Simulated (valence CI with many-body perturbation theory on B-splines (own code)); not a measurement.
## Level structure of Xe15+

Level of theory: valence CI with perturbative core correlation (CI+MBPT): three valence electrons over a frozen Dirac-Fock core [Kr], radial functions for each j: 7 s, 7 p, 8 d, 6 f, 4 g, 1 h, with the one-electron correlation potential Σ1 (screened to all orders), the two-electron term Σ2, the three-electron term Σ3, Breit, model QED; selected single and double excitations, second order for the rest, scaled by the run's own slope (own B-spline code, finite nucleus).

No measured spectrum was set against this ion. As an estimate, terms of the open shell hold to 2 to 4 % of their energy, and close levels can change places. Only levels of the ground parity were solved; by the run's estimate the other parity begins above the list, which can be wrong where configurations are misplaced.

Levels 1 to 19 of 19, with energies above the lowest level, 4d3 4F_3/2. "Leading %" is the weight of the configuration and term that name the level; weights of strongly mixed levels are sums over their largest components and can fall short, so below about 35 % the name and the second component can differ from the true leading terms, or belong to a minority configuration. In the jj column 3d3/2^4 stands for four electrons in 3d with j = 3/2. Lifetimes count E1, E2, E3, M1 and M2 decay at the calculated energies, and are blank where another channel may lead or the interval is too uncertain; long ones can be off by a factor of two.

```
No.  Configuration  Term     J  E (cm⁻¹)  Leading %  Lifetime      g             Leading jj
  1            4d3    4F   3/2       0.0         84            0.474         4d3/2^3 (71 %)
  2            4d3    4F   5/2     11516         95   17.2 ms  1.035   4d3/2^2 4d5/2 (90 %)
  3            4d3    4F   7/2     21000         86   32.4 ms  1.195   4d3/2^2 4d5/2 (54 %)
  4            4d3    4F   9/2     27422         60    195 ms  1.224   4d3/2^2 4d5/2 (62 %)
  5            4d3    4P   3/2     29000         52   9.98 ms  1.423   4d3/2^2 4d5/2 (78 %)
  6            4d3    4P   1/2     33104         75   48.2 ms  2.172   4d3/2^2 4d5/2 (94 %)
  7            4d3    2G   7/2     43931         84   4.12 ms  0.941   4d3/2 4d5/2^2 (66 %)
  8            4d3    2H   9/2     45450         57   6.45 ms  1.061   4d3/2 4d5/2^2 (48 %)
  9            4d3    4P   5/2     47340         91   12.8 ms  1.561   4d3/2 4d5/2^2 (60 %)
 10            4d3    2D   3/2     54171         47   1.94 ms  1.169   4d3/2 4d5/2^2 (93 %)
 11            4d3    2P   1/2     57697         75   4.20 ms  1.162   4d3/2 4d5/2^2 (94 %)
 12            4d3    2H  11/2     61131        100   13.6 ms  1.090  4d3/2 4d5/2^2 (100 %)
 13            4d3    2D   5/2     66770         92   3.57 ms  1.206   4d3/2 4d5/2^2 (67 %)
 14            4d3    2G   9/2     70211         58   2.60 ms  1.065         4d5/2^3 (78 %)
 15            4d3    2F   5/2     77658         87   6.76 ms  0.906   4d3/2 4d5/2^2 (52 %)
 16            4d3    2F   7/2     78801         95   6.10 ms  1.131   4d3/2 4d5/2^2 (87 %)
 17            4d3    2P   3/2     79195         58   1.93 ms  1.190         4d5/2^3 (84 %)
 18            4d3    2D   3/2    117500         99   1.55 ms  0.805   4d3/2 4d5/2^2 (83 %)
 19            4d3    2D   5/2    119550         85    915 μs  1.172         4d5/2^3 (66 %)
```

Names give the largest LS component (configuration and term), which can be under half, so a name can repeat, a term be missing and a line seem to break the LS rules; names also repeat where a configuration has a term twice.

The ionisation energy to 4d2 3F_2 of the next ion comes out as 374.34 eV (NIST: 374 ± 3 eV (theoretical)). All 19 levels together are meant to be complete up to 124330 cm⁻¹.
